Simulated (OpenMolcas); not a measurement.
# Ir7+: effect of the active space

| Property | Result |
| --- | --- |
| Program | OpenMolcas 26.06 |
| Method | SS-CASPT2 or its RAS form, IPEA 0.25 Eh, imaginary shift 0.1 Eh |
| Basis | ANO-RCC-VQZP |
| Scalar Hamiltonian | DKH2, point nucleus |
| Spin-orbit coupling | RASSI with atomic mean-field integrals over the reference wave functions, term energies averaged over their components |

A. 2 electrons in 5 orbitals (5d); 2S+1 = 3 even, 10 roots; 2S+1 = 1 even, 15 roots; closed shells correlated: 5s 5p; CASPT2 step about 13 core-seconds
B. 8 electrons in 8 orbitals (RAS1 5p, at most 2 holes; RAS2 5d); 2S+1 = 3 even, 10 roots; 2S+1 = 1 even, 15 roots; closed shells correlated: 5s; CASPT2 step roughly 40 core-seconds
C. 2 electrons in 10 orbitals (5d 6d); 2S+1 = 3 even, 10 roots; 2S+1 = 1 even, 15 roots; closed shells correlated: 5s 5p; CASPT2 step roughly 70 core-seconds

Energies in eV above 5d² ³F₂, the measured ground level; measured values from van het Hof, Joshi, Wyart and Sugar, J. Res. Natl. Inst. Stand. Technol. 100, 687 (1995).

```
         Level       A       B       C  Measured
       5d² ³F₂  0.0000  0.0000  0.0000    0.0000
       5d² ³F₃   1.536   1.596   1.540    1.5711
       5d² ³P₀   2.218   2.228   2.244    2.1392
       5d² ³F₄   2.645   2.724   2.654    2.6799
       5d² ³P₁   3.187   3.237   3.196    3.1270
       5d² ¹G₄   4.501   4.586   4.520    4.4948
5d² ³P₂ [57 %]   4.793   4.912   4.801    4.8203
       5d² ¹S₀   8.134   8.199   8.145    8.0617
```

Deviations, from unrounded energies. A percentage is the sum of absolute deviations over the sum of measured energies, with the sign that they share, or ± where signs differ.

```json
{"Against measurement": "mean absolute deviation (cm-1)", "Levels": "7", "A": "360", "B": "680", "C": "410"}
{"Against measurement": "fine structure of the ground term (%)", "Levels": "2", "A": "-1.7", "B": "+1.6", "C": "-1.3"}
{"Against measurement": "other terms of the ground configuration (%)", "Levels": "5", "A": "±1.1", "B": "+2.3", "C": "±1.3"}
```

A lies closest to measurement on these levels and B furthest from it. The largest miss of A in the table is 5d² ³P₀, by +640 cm-1. The ranking rests on the paired levels alone, and a cruder setting can come out closer through cancelling errors.

The two smallest mean deviations differ by little beside CASPT2's spread within terms, so their order carries little weight.

Among A to C the level of the table that moves most is 5d² ³P₂ [57 %], by 960 cm-1 (lowest in A, highest in B). Moves below CASPT2's spread within the term are not significant.

CASPT2 does not keep the components of a term degenerate, so their means are used; among the terms shown or strongly mixed into the levels shown the widest spread is 610 cm-1 (5d² ¹G, C). Active for correlation alone: 5p; no level in the range computed is led by a configuration that opens it, so any true level of that kind is missing (holds for B). Active for correlation alone: 6d; no level in the range computed is led by a configuration that fills it, so any true level of that kind is missing (holds for C). Computed and measured levels are paired by configuration, term and J; levels that our copy of the source lacks, or whose pairing is in doubt (as where it misses far off the trend of its configuration), stay unpaired and out of the deviations. Levels of configurations outside the active space are missing. The table leaves out levels that lie high or whose names do not pair safely across all columns.

A share in square brackets marks a mixed level and gives the weight of the term that names it, the lowest over the columns.
